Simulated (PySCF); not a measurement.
Cd(Br)(SiMe3), SMILES [Cd]([Br])[Si](C)(C)C (C3H9BrCdSi), GFN2-xTB optimised geometry.

```
15

Cd    -0.51     1.61     0.00
Br    -3.06     1.26     0.06
Si     0.74    -0.59     0.00
C      0.11    -1.51     1.57
C      2.66    -0.59     0.00
C      0.11    -1.52    -1.56
H      0.37    -2.57     1.55
H      0.53    -1.08     2.48
H     -0.97    -1.45     1.64
H      3.06    -0.09     0.88
H      3.06    -0.10    -0.88
H      3.04    -1.61     0.00
H      0.53    -1.10    -2.47
H     -0.97    -1.46    -1.64
H      0.37    -2.58    -1.54
```

Density from CAM-B3LYP/def2-TZVP, def2 effective core potentials past Kr in PySCF 2.14.0 at that geometry. The core electrons that the potentials of Cd replace are not part of the density.

Minimum of the electron density along straight lines between bonded atoms, close to the bond critical point (lines longer than 1.1 times the sum of covalent radii, or with two minima, are not listed):

```tsv
bond	length / Å	ρ at the minimum / e bohr⁻³	∇²ρ there / e bohr⁻⁵	position (fraction from the first atom)
Cd1–Br2	2.580	0.057	0.14	0.47
Cd1–Si3	2.533	0.065	-0.02	0.52
Si3–C4	1.925	0.115	0.11	0.39
Si3–C5	1.919	0.116	0.11	0.39
Si3–C6	1.925	0.115	0.11	0.39
C4–H7	1.086	0.275	-0.93	0.64
C4–H8	1.088	0.275	-0.92	0.64
C4–H9	1.090	0.275	-0.93	0.64
C5–H10	1.086	0.276	-0.93	0.64
C5–H11	1.086	0.276	-0.94	0.64
C5–H12	1.086	0.275	-0.93	0.64
C6–H13	1.088	0.275	-0.92	0.64
C6–H14	1.090	0.275	-0.93	0.64
C6–H15	1.086	0.275	-0.93	0.64
```
